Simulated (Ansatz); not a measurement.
Input file for CH3F2InSi:

```yaml
crystal:
  periodic: [false, false, false]
  atoms:
    - {symbol: F, position_ang: [1.811578, -0.524851, 0.309597]}
    - {symbol: C, position_ang: [0.420428, -0.674381, 0.314203]}
    - {symbol: F, position_ang: [0.090337, -0.936425, 1.648250]}
    - {symbol: Si, position_ang: [-0.414536, 0.919640, -0.270058]}
    - {symbol: In, position_ang: [0.159431, -2.776275, -0.667875]}
    - {symbol: H, position_ang: [-0.085151, 2.133643, 0.526783]}
    - {symbol: H, position_ang: [-0.007621, 1.124456, -1.686759]}
    - {symbol: H, position_ang: [-1.882265, 0.677093, -0.229942]}
basis:
  gaussian: {orbitals: def2-TZVPP}
correlation: {method: ccsd_t}
output: {orbitals: {seedname: orbitals}}
```

```sh
$ ansatz run in.yaml --threads 4 --pin off --events-out ev --progress --plain --max-ram 10444MiB
```

Log, shortened:

```
Functional definition: HF
1581 factors; integrals over basis functions are off by at most 9.1e-4 eV
mean field evaluation 1: about -19499.9243 eV, gradient 3.1e1 eV
mean field evaluation 2: about -19500.1168 eV, gradient 3.1e1 eV
mean field evaluation 4: about -19502.7433 eV, gradient 3.9e0 eV
mean field evaluation 8: about -19502.8409 eV, gradient 5.0e-1 eV
mean field evaluation 16: about -19502.8425 eV, gradient 2.7e-6 eV
mean field -19502.84246793 eV, -716.7162411949 hartree, gradient 2.7e-6 eV, S^2 0.000000; 0 other end points of the search recorded, 0 dependent functions left out
12 core orbitals not correlated: weight in the atoms' cores, before any rotation towards them, 1.000 or more for the frozen orbitals, at most 0.000 for the correlated occupied ones
reference -19502.84246793 eV, -716.7162411949 hartree; 19, 19 occupied and 196, 196 virtual orbitals, 1581 factors
second order -28.65763044 eV of doubles, -0.00000000 eV of singles
cycle   1  -28.35093677 eV  change    3.1e-1 eV  update   1.3e-1
cycle   2  -29.08992820 eV  change   -7.4e-1 eV  update   4.1e-2
cycle   3  -29.24755532 eV  change   -1.6e-1 eV  update   2.3e-2
cycle   4  -29.22987286 eV  change    1.8e-2 eV  update   5.9e-3
cycle   5  -29.22422898 eV  change    5.6e-3 eV  update   3.4e-3
cycle   6  -29.22566236 eV  change   -1.4e-3 eV  update   1.5e-3
cycle   7  -29.22586173 eV  change   -2.0e-4 eV  update   9.9e-4
cycle   8  -29.22550685 eV  change    3.5e-4 eV  update   4.6e-4
cycle   9  -29.22566605 eV  change   -1.6e-4 eV  update   2.1e-4
cycle  10  -29.22577703 eV  change   -1.1e-4 eV  update   7.8e-5
cycle  11  -29.22567878 eV  change    9.8e-5 eV  update   3.3e-5
cycle  12  -29.22571048 eV  change   -3.2e-5 eV  update   1.3e-5
perturbative correction -0.98511604 eV, -0.0362023466 hartree
Total energy: -19533.05329444 eV, -717.8264685918 hartree
```

Run time 40 s (4 threads of an Intel Xeon 6975P-C on a shared host); peak host memory 4.5 GiB.

The correlation energy is -30.211 eV, 3.3 % of it from (T); the T1 diagnostic reads 0.0156.
